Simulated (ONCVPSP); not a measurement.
**Before and after: ONCV potential for osmium**

```json
{
 "Element": "Os (Z = 76)",
 "Generator": "ONCVPSP 4.0.1",
 "Type": "optimised norm-conserving Vanderbilt (ONCV)",
 "Functional": "LDA (Perdew-Wang 92)",
 "Relativity": "fully relativistic",
 "Frozen core": "[Xe] 4f14",
 "Valence charge": "8",
 "Reference configuration": "5d6 6s1.5 6p0.5",
 "Partial waves": "6s: rc 2.65 bohr, ncon 4, nbas 8, qcut 2.5 1/bohr, 2 projectors, debl 0.9 Ha; 6p: rc 3.70 bohr, ncon 4, nbas 9, qcut 2.4 1/bohr, 3 projectors, debl 2.2 Ha; 5d: rc 1.75 bohr, ncon 3, nbas 6, qcut 6.4 1/bohr, 1 projector",
 "Local potential": "polynomial inside 1.70 bohr (lpopt 4, dvloc0 0 Ha)",
 "Core correction": "Teter function, fcfact 2.75, rcfact 1.8"
}
```

Open shells are filled in proportion to 2j + 1.

Change: all radii but the core radius scaled by about 1.23 (s 3.26, p 4.56, d 2.16 bohr); local potential polynomial inside 2.10 bohr (lpopt 4, dvloc0 0 Ha).

Cutoffs: the cutoffs (Ha) at which the residual kinetic energy of the hardest occupied pseudo-wave falls to 1 and 0.1 mHa per electron; they do not see the model core or the augmentation charge, which bear on the density cutoff. Errors are all-electron minus pseudo energies relative to the spin-unpolarised reference configuration.

Q: Predict the effect on cutoff, ghosts and configuration errors.

A: The potential gets softer (16 Ha and 22 Ha → 15 Ha and 17 Ha); the lowest positive-energy flag moves from s at 15.6 eV to s at 41.4 eV; the errors of the 3 common tests hardly move; neither file shows a bound ghost. A larger radius leaves more room for a smooth pseudo-wave, so fewer plane waves are needed.

```tsv
quantity	base	changed
cutoff, loose	16 Ha	15 Ha
cutoff, tight	22 Ha	17 Ha
loose cutoff by channel	s 5.2 Ha, p 1.1 Ha, d 16 Ha	s 2.7 Ha, p 1.1 Ha, d 15 Ha
bound ghosts	none	none
GHOST(+) flags under 300 eV	s at 15.6 eV, p3/2 at 116.5 eV, p1/2 at 122.6 eV	s at 41.4 eV, p3/2 at 60.5 eV, p1/2 at 61.9 eV, p3/2 at 120.9 eV, p1/2 at 122.6 eV
tests with a reliable result	3 of 4	3 of 4
error for 5d6 6s2 6p0, meV [ΔE -2.50 eV]	-2.2	-1.9
error for 5d6 6s1 6p0, meV [ΔE 7.36 eV]	-30	-33
error for 5d6 6s0 6p0, meV [ΔE 24.64 eV]	-224	-246
rms error of d²Exc/dni dnj with the model core, mHa	2.37	2.25
```
